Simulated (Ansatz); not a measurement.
**One elementary step**

Start structure (GeHCl4F, closed shell), relaxed at PBE0-D4/def2-TZVP:

Ge1  (-1.089, 0.072, -0.173)
Cl2  (0.648, 0.547, -1.325)
Cl3  (-2.219, 1.834, 0.095)
Cl4  (-0.468, -0.698, 1.688)
Cl5  (-2.221, -1.364, -1.228)
H6  (2.350, -0.069, 0.167)
F7  (2.999, -0.321, 0.776)
(Å)

The step: GeCl₄ ([Cl][Ge]([Cl])([Cl])[Cl]) + HF → GeCl₃F ([F][Ge]([Cl])([Cl])[Cl]) + HCl; bonds formed: Ge1–F7, Cl2–H6; bonds broken: Ge1–Cl2, H6–F7. Computed with Ansatz 0.2.0 (basis: def2-TZVPP and def2-QZVPP); correlated methods freeze the cores. Filled d shells of the heavier atoms are correlated. The def2 sets are not built for correlating such inner shells, so the correlated values are less sure here. Extrapolation: Hartree–Fock as exp(−7.88 √X), correlation as X^−2.97. Energies below are by CCSD(T) at an estimated basis limit (MP2 extrapolated from triple and quadruple zeta, plus CCSD(T) − MP2 in triple zeta).

Problem. What are the electronic barrier and the energy of the step, from the start structure to the end structure? (An estimate is asked for; the value comes from the calculation.)

Solution. Computed: Barrier 33.49 kcal/mol; step energy 1.99 kcal/mol (uphill); reverse barrier, their difference, 31.50 kcal/mol. Barrier and step energy count from the start structure, the reverse barrier from the end structure.

The saddle point: One imaginary mode of 362i cm⁻¹.
| pair | start (Å) | saddle (Å) | end (Å) |
| --- | --- | --- | --- |
| Ge1–F7 | 4.21 | 1.97 | 1.72 |
| Cl2–H6 | 2.35 | 1.59 | 1.28 |
| Ge1–Cl2 | 2.14 | 2.49 | 4.06 |
| H6–F7 | 0.92 | 1.10 | 2.12 |

Zero-point energy (harmonic, PBE0-D4): ZPE is 10.43 kcal/mol at the start and 9.13 kcal/mol at the saddle, so the barrier goes from 33.49 to 32.19 kcal/mol.

The T1 diagnostic stays at or below 0.011.

Labels in which every atom is bracketed show which atoms are joined, not bond orders.

For scale, one of the runs: CCSD(T)/def2-TZVPP, 261 basis functions, launched by `ansatz run in.yaml --threads 8 --pin off --events-out ev --progress --plain --max-ram 19148MiB`. The run took 4.4 min on 8 CPU threads of an Intel Xeon (shared host), with 6 GiB of host memory at its peak.
